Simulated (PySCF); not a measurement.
## How the method changes the constants of Os₂

State: septet, unpaired electrons σ ↑, π ↑↑, δ ↑↑↑. Set-up: basis Os def2-TZVPP with ECP60; scalar-relativistic core potentials; PySCF 2.14. De refers to Os (5d6 6s2) + Os (5d6 6s2) in their high-spin ground configurations, without counterpoise correction. The functionals are run spin-unrestricted. Levels whose curve was spin-contaminated or gave no clean fit are not listed.

| Level | Re (Å) | ωe (cm⁻¹) | De (eV) |
| --- | --- | --- | --- |
| ROHF | 2.192 | 318 | n/a |
| PBE | 2.238 | 285 | n/a |
| revPBE | 2.243 | 282 | n/a |
| r²SCAN | 2.218 | 299 | n/a |
| r²SCANh | 2.212 | 304 | n/a |
| PBE0 | 2.214 | 301 | n/a |
| M06 | 2.254 | 272 | n/a |
| M06-2X | 2.192 | 317 | n/a |
| ωB97X | 2.212 | 305 | n/a |

De is left out where the level can put another filling of the metal’s s and d shells below the measured ground configuration, by anything from nothing to about 1 eV. Spin–orbit coupling is left out, which matters for elements this heavy, above all for dissociation energies. UHF is strongly spin-contaminated for Os2, so the ROHF reference used there is far from stable. The state is the lowest single determinant that the PBE0 search found; with open d or f shells the true ground state can be another one.

The whole job (state search and all levels along the bond) took about 19 min on 2 threads of Arm Neoverse V1 (shared host), peak memory 3.2 GiB.
